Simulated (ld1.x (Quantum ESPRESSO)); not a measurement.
# Which change was made? (N, ultrasoft)

| Property | Result |
| --- | --- |
| Element | nitrogen |
| Generator | ld1.x (Quantum ESPRESSO) 7.5 |
| Type | ultrasoft |
| Functional | Wu–Cohen |
| Relativity | scalar-relativistic |
| Frozen core | [He] |
| Valence charge | 5 |
| Reference configuration | 2s2 2p3 |
| Partial waves | 2s (bound): rcut 0.60, rcutus 0.70 bohr; 2s channel at -0.25 Ry: rcut 0.60, rcutus 0.70 bohr; 2p (bound): rcut 1.70, rcutus 2.10 bohr; 2p channel at 0.45 Ry: rcut 1.70, rcutus 2.10 bohr; 3d channel at 0.1 Ry: rcut 1.60, rcutus 1.70 bohr |
| Local potential | all-electron potential smoothed inside 1.10 bohr (lloc = -2) |
| Core correction | a·sin(br)/r model core inside 0.50 bohr |
| Augmentation charge | PSQ, radius 0.60 bohr |

Cutoffs, loose and tight: the cutoffs (Ry, on a coarse ladder) from which the occupation-weighted sum of valence levels, in a spherical-Bessel basis at the reference potential, stays within 10 and 1 mRy of its value at 400 Ry. They do not see the model core or the augmentation charge, which bear on the density cutoff. Test errors are all-electron minus pseudo excitation energies from the reference, over the configurations 2s2 2p2; 2s2 2p1; 2s2 2p0; 2s1 2p4; 2s2 2p2.5; 2s1 2p3; 2s1 2p0; variants that change the core or the reference have their own tests.

The base gives: outcome: generated; cutoff, loose: 70 Ry; cutoff, tight: 90 Ry; bound ghosts: none; largest test error (meV): +24.

Problem. After one change the result is: outcome: failed: run_pseudo: Errors in PS-KS equation. Which change was it?
A. all radii but the core radius scaled by about 1.26 (s 0.88, p 2.64, d 2.14 bohr, rcut 0.76/2.14/2.02); local potential all-electron potential smoothed inside 1.38 bohr (lloc = -2); augmentation PSQ, radius 0.76 bohr
B. all radii but the core radius scaled by about 0.75 (s 0.52, p 1.58, d 1.28 bohr, rcut 0.46/1.28/1.20); local potential all-electron potential smoothed inside 0.82 bohr (lloc = -2); augmentation PSQ, radius 0.46 bohr
C. all radii but the core radius scaled by about 1.38 (s 0.96, p 2.90, d 2.36 bohr, rcut 0.82/2.36/2.22); local potential all-electron potential smoothed inside 1.52 bohr (lloc = -2); augmentation PSQ, radius 0.82 bohr
D. all radii but the core radius scaled by about 1.07 (s 0.74, p 2.24, d 1.82 bohr, rcut 0.64/1.82/1.72); local potential all-electron potential smoothed inside 1.18 bohr (lloc = -2); augmentation PSQ, radius 0.64 bohr

Solution. B. The others give: all radii but the core radius scaled by about 1.38 (s 0.96, p 2.90, d 2.36 bohr, rcut 0.82/2.36/2.22); local potential all-electron potential smoothed inside 1.52 bohr (lloc = -2); augmentation PSQ, radius 0.82 bohr → outcome: generated; cutoff, loose: 30 Ry; cutoff, tight: 40 Ry; bound ghosts: none; largest test error (meV): test run stopped at test 2 of 7 (negative rho), 1 before it not solved | all radii but the core radius scaled by about 1.26 (s 0.88, p 2.64, d 2.14 bohr, rcut 0.76/2.14/2.02); local potential all-electron potential smoothed inside 1.38 bohr (lloc = -2); augmentation PSQ, radius 0.76 bohr → outcome: generated; cutoff, loose: 40 Ry; cutoff, tight: 50 Ry; bound ghosts: none; largest test error (meV): test run stopped at test 2 of 7 (negative rho), 1 before it not solved | all radii but the core radius scaled by about 1.07 (s 0.74, p 2.24, d 1.82 bohr, rcut 0.64/1.82/1.72); local potential all-electron potential smoothed inside 1.18 bohr (lloc = -2); augmentation PSQ, radius 0.64 bohr → outcome: generated; cutoff, loose: 60 Ry; cutoff, tight: 80 Ry; bound ghosts: none; largest test error (meV): -33.
